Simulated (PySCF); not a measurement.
Excitation energy of Ir by level of theory

Ir [Xe] 4f14 5d7 6s2 (4F) → Ir [Xe] 4f14 5d6 6s2 7s1 (6D), as a difference of total energies. Computed with PySCF 2.14 in aug-cc-pVTZ-PP with ECP60MDF (6s6p5d3f2g, 88 functions), with a scalar-relativistic core potential. Correlated levels: valence: 5s2 5p6 frozen. The calculations carry no spin-orbit coupling.

| method | excitation energy (eV) |
| --- | --- |
| UHF | 6.931 |
| MP2 (valence) | 8.234 |
| SCS-MP2 (valence) | 8.416 |
| CCSD (valence) | 8.117 |
| CCSD(T) (valence) | 8.205 |

Task: How much does correlation contribute at CCSD(T) (valence)?

Result: 8.205 − (6.931) = 1.274 eV, measured against UHF.

The promoted electron is Rydberg-like, and one or two diffuse shells describe it only roughly, which tends to raise the upper state.
